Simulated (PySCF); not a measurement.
**How methods differ on the excitation energy of W**

W [Xe] 4f14 5d4 6s2 (5D) → W [Xe] 4f14 5d6 (5D), as a difference of total energies. Calculation: PySCF 2.14, in x2c-TZVPPall; the spin-free X2C one-electron Hamiltonian (Gaussian nucleus). Correlated levels: valence: [Xe] 4f14 frozen. The calculations carry no spin-orbit coupling.

| method | excitation energy (eV) |
| --- | --- |
| UHF | 4.297 |
| LDA | 3.763 |
| PBE | 3.697 |
| PBE0 | 3.725 |
| r2SCAN | 3.901 |
| M06-2X | 4.223 |
| CAM-B3LYP | 3.950 |
| BP86 | 3.682 |
| MP2 (valence) | 3.977 |
| SCS-MP2 (valence) | 4.097 |

Question: How much does correlation contribute at MP2 (valence)?

Answer: 3.977 − (4.297) = -0.320 eV, measured against UHF.

A first-order spin-orbit estimate (lowest level to lowest level, LS coupling) adds 0.200 eV.
